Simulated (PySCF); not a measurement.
Computed with PBE-D3(BJ)/def2-TZVP // B3LYP-D3(BJ)/def2-TZVP run with PySCF 2.14.0. All species are isolated molecules in the gas phase. One relaxed conformer stands for a flexible species; it need not be the lowest. Excitations are Tamm–Dancoff values on a coarser integration grid. The basis has no diffuse functions, so Rydberg states are missing or too high.

Reference species (SMILES): `[OH][Al]([OH])[OH]` (neutral, multiplicity 1).

```
Property                   Value
----------------------  --------
T1 excitation (TDA)      5.80 eV
S1 oscillator strength     0.000
LUMO                    -1.31 eV
HOMO                    -7.28 eV
```

Changed species: `[NH2][Al]([NH2])[NH2]` (3 of 3 OH replaced by NH2; the reference has 0 of 3 OH replaced by NH2).

Question: Give the shifts of the T1 excitation (TDA), S1 oscillator strength, LUMO and HOMO.

Answer: the T1 excitation (TDA) falls by 1.18 eV, to 4.62 eV; the S1 oscillator strength is nearly the same; the LUMO rises by 0.81 eV, to -0.50 eV; the HOMO rises by 2.01 eV, to -5.27 eV.
